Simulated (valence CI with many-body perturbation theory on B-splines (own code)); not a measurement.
Ho LXII: key properties

Calculated by valence CI with perturbative core correlation (CI+MBPT): four valence electrons over a frozen Dirac-Fock core [He], a basis of 11 s, 11 p, 9 d, 7 f, 5 g, 2 h, 1 i functions for each j, with the one-electron correlation potential Σ1, the two-electron term Σ2, the three-electron term Σ3, Breit, model QED; selected CI, second order for the rest (own B-spline code, finite nucleus).

The last digits are not significant, and no measured levels were compared; by estimate large intervals hold to a few tenths of a per cent, small ones and those within an open d or f shell to about a per cent. Among the levels kept, up to 280 cm⁻¹ of a level comes from second order outside the variational space, and about a tenth of that is noise between levels of different J, which matters for small intervals.

Levels are named by their leading jj configuration (3d3/2^4 stands for four electrons in 3d with j = 3/2), which in mixed levels can hold well under half, so a name can repeat and another be missing.

Rates and lifetimes use the calculated energies. Strong lines usually hold to 10 to 20 %, long lifetimes can be off by a factor of two.

Problem. What is the ground level?

Solution. (2s^2 2p1/2^2) J=0, composition 69 % 2s²2p² ³P + 31 % 2s²2p² ¹S.

Problem. Name the longest-lived excited levels whose lifetime is computed, and their main decay.

Solution. (2s^2 2p1/2 2p3/2) J=2 at 909.9 eV lives 65.8 ns, mostly by E2 to (2s^2 2p1/2^2) J=0; (2s^2 2p1/2 2p3/2) J=1 at 892.1 eV lives 225 ps, mostly by M1 to (2s^2 2p1/2^2) J=0.

Problem. Where does the other parity begin?

Solution. At (2s 2p1/2^2 2p3/2) J=2, 1149.7 eV.

Problem. How well does LS coupling describe the low levels?

Solution. Among the lowest 20 levels the leading LS term, summed over configurations, holds 67 % on average. For single configurations the figures are 67 % in LS and 100 % in jj coupling. Terms mix most in the J = 1 level at 1227.5 eV, where the leading one holds 32 %.

Problem. Among levels below 9910.8 eV, which E1 lines absorb most strongly from the ground level?

Solution. to (2s^2 2p1/2 3d3/2) J=1 at 0.1426 nm, f = 1.08; to (2s 2p1/2^2 3p1/2) J=1 at 0.1447 nm, f = 0.364; to (2s 2p1/2^2 3p3/2) J=1 at 0.1401 nm, f = 0.324.
